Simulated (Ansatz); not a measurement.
Coupled-cluster run, C2H6ClNOSi (`N[SiH](C=O)CCl`).

```yaml
crystal:
  periodic: [false, false, false]
  atoms:
    - {symbol: N, position_ang: [-1.761120, -0.258094, 0.204092]}
    - {symbol: Si, position_ang: [-0.224898, 0.456457, 0.055189]}
    - {symbol: C, position_ang: [0.720023, -0.216579, 1.591368]}
    - {symbol: O, position_ang: [0.143386, -0.923168, 2.384776]}
    - {symbol: C, position_ang: [0.718378, -0.091531, -1.481256]}
    - {symbol: Cl, position_ang: [2.333150, 0.678049, -1.422323]}
    - {symbol: H, position_ang: [-2.606292, 0.110209, -0.193968]}
    - {symbol: H, position_ang: [-1.924673, -0.824751, 1.023182]}
    - {symbol: H, position_ang: [-0.217234, 1.944385, 0.042065]}
    - {symbol: H, position_ang: [1.794859, 0.021069, 1.754646]}
    - {symbol: H, position_ang: [0.863687, -1.171539, -1.514494]}
    - {symbol: H, position_ang: [0.237634, 0.220193, -2.409178]}
basis:
  gaussian: {orbitals: def2-TZVPP}
correlation: {method: ccsd_t}
```

```sh
$ ansatz run in.yaml --threads 2 --pin off --events-out ev --progress --plain --max-ram 22528MiB --backend cuda --devices 0, --max-vram 18GiB
```

Log, shortened:

```
Functional definition: HF
1730 factors; integrals over basis functions are off by at most 1.2e-3 eV
mean field evaluation 1: about -26038.8199 eV, gradient 4.7e1 eV
mean field evaluation 2: about -26039.1527 eV, gradient 4.7e1 eV
mean field evaluation 4: about -26043.9828 eV, gradient 5.5e0 eV
mean field evaluation 8: about -26044.0912 eV, gradient 5.3e-1 eV
mean field evaluation 16: about -26044.0932 eV, gradient 2.0e-6 eV
mean field -26044.09317535 eV, -957.1027708736 hartree, gradient 2.0e-6 eV, S^2 0.000000; 0 other end points of the search recorded, 0 dependent functions left out
14 core orbitals not correlated: weight in the atoms' cores, before any rotation towards them, 1.000 or more for the frozen orbitals, at most 0.000 for the correlated occupied ones
reference -26044.09317535 eV, -957.1027708736 hartree; 18, 18 occupied and 260, 260 virtual orbitals, 1730 factors
second order -29.33050894 eV of doubles, -0.00000000 eV of singles
cycle   1  -29.79084745 eV  change   -4.6e-1 eV  update   1.2e-1
cycle   2  -30.51525270 eV  change   -7.2e-1 eV  update   3.8e-2
cycle   3  -30.70227909 eV  change   -1.9e-1 eV  update   2.0e-2
cycle   4  -30.68840465 eV  change    1.4e-2 eV  update   5.1e-3
cycle   5  -30.68662103 eV  change    1.8e-3 eV  update   2.5e-3
cycle   6  -30.68775027 eV  change   -1.1e-3 eV  update   7.6e-4
cycle   7  -30.68753537 eV  change    2.1e-4 eV  update   3.2e-4
cycle   8  -30.68742326 eV  change    1.1e-4 eV  update   9.8e-5
cycle   9  -30.68744721 eV  change   -2.4e-5 eV  update   4.9e-5
cycle  10  -30.68744614 eV  change    1.1e-6 eV  update   2.3e-5
perturbative correction -1.30631554 eV, -0.0480062108 hartree
Total energy: -26076.08693703 eV, -958.2785199295 hartree
```

Run time 4.4 s (2 threads of an AMD EPYC 7R13 on a shared host and a share of an NVIDIA H100 80 GB); peak host memory 0.86 GiB.

Correlation energy per correlated electron: -0.889 eV. T1 diagnostic: 0.0129.
